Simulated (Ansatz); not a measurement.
The first iterations of a band of Cl4HOTa + ClH (9 atoms, charge 0, multiplicity 1).

These are results of Ansatz, RHF/def2-SVP, not measurements.

| Quantity | Value |
| --- | --- |
| movable images | 5 |
| climbing image | yes |
| spring | 5.0 eV/Å² |
| optimiser | quadratic models (default) |
| start path | through a guess of the saddle point |
| force threshold | 0.05 eV/Å |
| iteration limit | 60 |
| end points | relaxed |

First end point:

```xyz
9
Properties=species:S:1:pos:R:3
Ta -0.401 -0.362 0.386
O 1.127 0.059 1.296
H 1.943 0.550 1.322
Cl -1.195 -1.746 2.109
Cl 0.312 1.027 -1.428
Cl -2.238 1.027 0.649
Cl -0.342 -2.175 -1.058
Cl 3.569 2.142 0.404
H 2.820 2.230 -0.627
```

Last end point:

```xyz
9
Properties=species:S:1:pos:R:3
Ta -0.132 0.484 0.318
O 2.106 -0.018 0.317
H 2.456 -0.878 0.113
Cl -0.121 -0.428 2.497
Cl 0.242 1.305 -1.858
Cl -2.358 0.978 0.332
Cl -0.156 -1.710 -0.552
Cl 0.783 2.475 1.191
H 2.773 0.544 0.694
```

| iteration | highest image above the first end (eV) | largest band force component (eV/Å) |
| --- | --- | --- |
| 1 | 6.977 | 29.491 |
| 2 | 3.590 | 5.823 |
| 3 | 2.302 | 3.258 |
| 4 | 1.844 | 2.447 |
| 5 | 2.248 | 2.679 |
| 6 | 2.209 | 4.590 |
| 7 | 2.084 | 4.300 |

Problem. Does the band converge within its limit, and where does its top end?

Solution. The forces met the threshold. It ended after 22 iterations with the highest image 0.980 eV above the first end. Neighbouring images differ by up to 1.4 eV, so the band resolves the path poorly. A vibrational analysis at the climbing image gives one clearly imaginary mode, 1378i cm⁻¹: a first-order saddle point. The orbitals stay closed-shell, which can raise the energy where a bond breaks towards radicals; this wasn't checked here.

Time of the run: 4 min on 4 threads of Arm Neoverse V2, on a shared host, peak memory 0.48 GiB.
